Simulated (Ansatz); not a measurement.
Species: sum formula Si2H4F, charge 0, multiplicity 2. It need not be the lowest isomer of its formula. 
Geometry from a B3LYP-D3(BJ)/def2-TZVP (Ansatz, a program for electronic structure) optimisation:
```
Si
H 1 1.4807
H 1 1.4829 2 109.39
H 1 1.4847 2 109.11 3 119.62
Si 1 2.3510 2 109.36 4 123.78
F 5 1.6182 1 110.39 2 -63.63
H 5 1.4910 6 106.49 1 123.83
```
Charge 0, spin multiplicity 2.

Basis-set convergence of Hartree-Fock and CCSD correlation energies (hartree) with Ansatz. Cores are frozen in the correlated levels unless marked. UHF or UKS for open shells. Spin-orbit coupling is left out. No relativistic terms.

```json
[
 {"basis": "aug-cc-pV(D+d)Z", "functions": "123", "E(HF)": "-679.66905", "E(corr, CCSD)": "-0.43922"},
 {"basis": "aug-cc-pV(T+d)Z", "functions": "248", "E(HF)": "-679.72220", "E(corr, CCSD)": "-0.52834"},
 {"basis": "aug-cc-pV(Q+d)Z", "functions": "442", "E(HF)": "-679.73639", "E(corr, CCSD)": "-0.55858"}
]
```

Extrapolating the two largest sets (X = 3 and 4) as X^-3: E(corr) = (64·(-0.55858) - 27·(-0.52834))/37 = -0.5806 Eh, an estimate of the basis-set limit. The largest set recovers 96.2 % of it, the smallest 75.6 %.
